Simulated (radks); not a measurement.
Question: The mean radii <r> (bohr) of the occupied orbitals of an atom or ion are listed with their occupations. Calculated with a radial shooting solver on a logarithmic mesh with Libxc functionals: scalar-relativistic Kohn-Sham, LB94 model potential, spin-polarised, spherical densities, finite nucleus; Fermi nuclear charge, rms radius of each element as measured or else 0.836 A^(1/3) + 0.57 fm.

orbital  occ.      <r>
1s up       1  0.02360
1s down     1  0.02360
2s up       1   0.1008
2s down     1   0.1008
2p up       3  0.08858
2p down     3  0.08858
3s down     1   0.2659
3s up       1   0.2659
3p down     3   0.2638
3p up       3   0.2639
3d down     5   0.2409
3d up       5   0.2410
4s up       1   0.6040
4s down     1   0.6044
4p up       3   0.6375
4p down     3   0.6381
4d up       5   0.6905
4d down     5   0.6915
5s up       1    1.291
5s down     1    1.288
5p up       1    1.408
4f up       2   0.8114

Name the element and its charge. Open shells, if any, are filled with parallel spins first.

Answer: Z = 60, neodymium, charge +9: Nd9+ in [Kr] 4d10 4f2 5s2 5p1. The 1s radius gives Z: for a bare nucleus <r> = (2 gamma + 1)/(2Z) with gamma = sqrt(1 - (Z/c)^2), 0.02332 bohr for Z = 60, and screening makes it slightly larger (0.02360 here). The occupations add up to 51, and the charge is Z minus that.
